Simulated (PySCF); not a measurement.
Computed shifts of a molecule C₄H₆F₂, PBE/pcSseg-1 run with PySCF, GIAO, gas phase, atoms alike by connectivity averaged where their shifts nearly agree, in ppm (number of nuclei): ¹³C: 150.5 (2), 18.4 (2). ¹⁹F: -158.8 (2). ¹H: 2.18 (6). References: ¹³C against TMS (σ = 182.0 ppm); ¹⁹F against CFCl3 (σ = 133.6 ppm); ¹H against TMS (σ = 31.49 ppm), references at their B3LYP-D3(BJ)/def2-TZVP geometries, non-relativistic. Geometry optimised at B3LYP-D3(BJ)/def2-SVP. The values are those of a single conformer.

Pick the molecule that these values belong to.
A) C[C@@H](F)/C=C\F
B) C/C=C/C(F)F
C) C=C(F)[C@H](C)F
D) C/C(F)=C(\C)F

D, C/C(F)=C(\C)F
